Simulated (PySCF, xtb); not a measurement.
H₃Si, SMILES [SiH3+], charge +1.

GFN2-xTB in xtb at its own geometry gives an orbital gap of 4.04 eV.

The structure is a stationary point at PBE0-D3(BJ)/def2-TZVPD.

Q: What does PySCF with M06-2X/def2-TZVPD give? (Estimate from the structure and the level; the computed values follow.)

A: gap 9.61 eV (levels -18.94 and -9.33 eV).
